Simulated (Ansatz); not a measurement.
Cost and result for the atomization energy of CH4ClNSeSi (`N=C([SeH])[SiH2]Cl`) (9 atoms, 8 bonds).

Cartesian coordinates in Å:
```
N -1.062 1.297 -1.021
C -0.357 0.789 -0.107
Se 0.068 1.903 1.399
Si 0.347 -0.961 -0.028
Cl -0.241 -1.932 -1.736
H -1.232 0.627 -1.774
H 0.847 0.866 2.095
H 1.825 -0.913 0.023
H -0.194 -1.675 1.150
```

Charge 0, multiplicity 1. Correlated methods include outer-core shells of Se, which these sets cover unevenly. Scalar relativity is left out up to krypton. All single points use the PBE0-D4/def2-TZVP geometry. It is one conformer, not always the lowest. Program: Ansatz. All runs use 4 threads of an Arm Neoverse V1 on a shared host. Times are those of one run each, without the atoms' runs, and a repeat can differ threefold. Electronic energies, without spin–orbit coupling; frozen cores. CCSD(T)/CBS adds CCSD(T) − MP2 in def2-TZVPP to the MP2 limit, and its time is that of the two runs behind it. T1 = 0.012. With those shells the extrapolation isn't a true limit. B3LYP takes the VWN-RPA correlation (the form of Gaussian; ORCA's B3LYP/G).

CCSD(T)/CBS is a level of theory with its own doubt, some kJ/mol a heavy atom from the limit and from the frozen cores, so smaller differences don't rank the functionals.

| level | functions | wall time |
| --- | --- | --- |
| PBE-D4/def2-TZVPP (with forces) | 250 | 3.2 s |
| PBE0-D4/def2-TZVPP | 250 | 5 s |
| r2SCAN-D4/def2-TZVPP (with forces) | 250 | 7.5 s |
| B3LYP-D4/def2-TZVPP (with forces) | 250 | 7.5 s |
| B2PLYP/def2-TZVPP | 250 | 8.5 s |
| ωB97X-V/def2-TZVPP | 250 | 12 s |
| ωB97M-V/def2-TZVPP (with forces) | 250 | 17 s |
| MP2/def2-QZVPP | 463 | 32 s |
| CCSD(T)/def2-TZVPP | 250 | 4.5 min |
| CCSD(T)/CBS(def2) | – | 5 min |

(1) What atomization energy does each give, and how far from CCSD(T)/CBS? (Best estimate.)

Answers

(1) Computed: 
```csv
level,atomization (kcal/mol),difference from CCSD(T)/CBS,per bond
PBE-D4/def2-TZVPP (with forces),731.1,19.8,2.5
PBE0-D4/def2-TZVPP,711.9,0.6,0.1
r2SCAN-D4/def2-TZVPP (with forces),713.0,1.7,0.2
B3LYP-D4/def2-TZVPP (with forces),710.3,-1.0,-0.1
B2PLYP/def2-TZVPP,699.6,-11.7,-1.5
ωB97X-V/def2-TZVPP,714.6,3.3,0.4
ωB97M-V/def2-TZVPP (with forces),711.8,0.5,0.1
MP2/def2-QZVPP,715.2,3.9,0.5
CCSD(T)/def2-TZVPP,686.4,-24.9,-3.1
CCSD(T)/CBS(def2),711.3,0.0,0.0
```

The D4 term adds +10.7 kcal/mol with B3LYP and +5.6 kcal/mol with PBE0; it sums over pairs of atoms, weighted by their polarisabilities, and B3LYP, whose exchange is more repulsive, gets the larger term. From PBE to PBE0 (25 % exact exchange), in def2-TZVPP and without D4, the atomization energy moves by −18.2 kcal/mol: exact exchange takes away binding that semilocal exchange gives to molecules. In def2-TZVPP, CCSD(T) changes the Hartree–Fock value by +209.3 kcal/mol (the triples alone add +16.1 kcal/mol) and MP2 by +223.3 kcal/mol; breaking electron pairs costs correlation energy, which Hartree–Fock lacks.
